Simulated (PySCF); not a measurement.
In(F)2(NH2) (F₂H₂InN), SMILES [NH2][In]([F])[F].

Geometry: B3LYP-D3(BJ)/def2-SVP. The def2 effective core potentials stand for the cores of In; spin–orbit coupling is left out. One conformer was computed; it need not be the lowest.

Method: HF/def2-TZVPD (PySCF).

**Question.** Estimate the frontier levels, gap, dipole moment and polarisability. (The exact figures need the calculation; the answer reports its results.)

**Answer.** 
```
Quantity                                                                                                         Value
---------------------------------------------------------------------------------------------  -----------------------
highest occupied level                                                                                       -11.88 eV
lowest empty level                                                                                             0.14 eV
orbital gap                                                                                                   12.02 eV
dipole moment                                                                                                   3.88 D
quadrupole, principal values (traceless, Buckingham form, about the centre of nuclear charge)  -8.75, -2.87, 11.62 D·Å
mean static polarisability                                                                        36.0 bohr³ (5.34 Å³)
polarisability, principal values                                                                29.6, 34.8, 43.7 bohr³
```
